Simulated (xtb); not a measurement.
4-chlorobut-1-ene (C4H7Cl), SMILES C=CCCCl. All values are semi-empirical tight-binding results from xtb (GFN2-xTB unless named), good for trends rather than for accurate numbers. The structure is a stationary point at GFN2-xTB. Other conformers were not sampled.

Optimised geometry:

```xyz
12

C     -2.9033     0.2488    -0.1345
C     -1.8082    -0.3937    -0.4919
C     -0.4449     0.2251    -0.5449
C      0.4969    -0.4973     0.4101
Cl     2.1385     0.2003     0.3263
H     -3.8660    -0.2324    -0.1135
H     -2.8843     1.2893     0.1454
H     -1.8517    -1.4389    -0.7693
H     -0.0483     0.1471    -1.5608
H     -0.4999     1.2815    -0.2780
H      0.5897    -1.5528     0.1538
H      0.1624    -0.3971     1.4427
```
Charge 0, spin multiplicity 1.

```json
{
  "orbital_gap": "5.23 eV",
  "dipole_moment": "2.08 D",
  "zero_point_energy": "61.1 kcal/mol",
  "G − E(el) at 298.15 K (modified RRHO)": "41.9 kcal/mol",
  "static polarisability (D4 model)": "63.2 bohr³",
  "solvation energy, GFN2-xTB/ALPB(water)": "-2.0 kcal/mol",
  "solvation energy, GFN2-xTB/ALPB(toluene)": "-4.6 kcal/mol"
}
```

Computed atomic charges and the Wiberg bond orders between heavy atoms:
charges (e) C1 -0.09, C2 -0.03, C3 -0.06, C4 0.03, Cl5 -0.21, H6 0.04, H7 0.04, H8 0.04, H9 0.06, H10 0.06, H11 0.06, H12 0.06. Bond orders C1–C2 1.98, C2–C3 1.02, C3–C4 1.00, C4–Cl5 0.94.
